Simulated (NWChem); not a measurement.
Molecule: tellurium hexafluoride (TeF6); SMILES F[Te](F)(F)(F)(F)F

Computed with NWChem. The geometry was optimised at PBE-D3(BJ)/def2-SVP. Not confirmed as a minimum by frequencies. def2 effective core potentials on Te; no spin-orbit coupling. Total energies compare along this basis series because the functional is fixed.

| level | basis functions | energy (Ha) | highest occupied level (eV) | orbital gap (eV) | relative time |
|---|---|---|---|---|---|
| PBE0/def2-SVP | 110 | -865.9909 | -12.73 | 7.11 | 1 |
| PBE0/def2-SVPD | 173 | -866.0540 | -13.08 | 7.08 | 3 |
| PBE0/def2-TZVP | 236 | -866.8043 | -12.89 | 7.27 | 4 |
| PBE0/def2-TZVPP | 236 | -866.8043 | -12.89 | 7.27 | 4 |

Times are rough ratios from one shared machine.
